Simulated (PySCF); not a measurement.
Compound: BCl₃.
Cartesian coordinates in Å at the PBE0-D3(BJ)/def2-TZVP level; atoms count from 1:
```xyz
4
BCl3 angstrom
Cl    -0.8000   -1.5412   -0.0865
B      0.0100   -0.0066   -0.0083
Cl    -0.9019    1.4637   -0.1635
Cl     1.7301    0.0578    0.2249
```

Computed with PySCF at wB97X-D/pcSseg-2, non-relativistic, on one gas-phase PBE0-D3(BJ)/def2-TZVP geometry that isn't relaxed in the solvent. The solvent is an IEF-PCM continuum (van der Waals radii × 1.2). The model holds no explicit solvent molecules, cavitation or dispersion.

Gas phase at wB97X-D/pcSseg-2: HOMO -11.04 eV, LUMO 0.08 eV, dipole 0.00 D.

Task: What does the continuum do to the energy, the frontier levels and the dipole at wB97X-D/pcSseg-2 in chloroform?

Result: 
```
   solvent      ε  E(solvent) − E(gas) (kcal/mol)  polarisation term (kcal/mol)  distortion of the solute (kcal/mol)  HOMO (eV)  LUMO (eV)  dipole (D)
chloroform  4.711                           -0.45                         -0.46                                 0.01     -10.98       0.19        0.00
```

Polarisation term: ½ Σ q·V over the induced surface charges. Distortion: the rise of the solute's own energy as its density leaves the gas-phase optimum.

wB97X-D is run here without its empirical dispersion term; that term would change no orbital, density or response property at a fixed geometry.
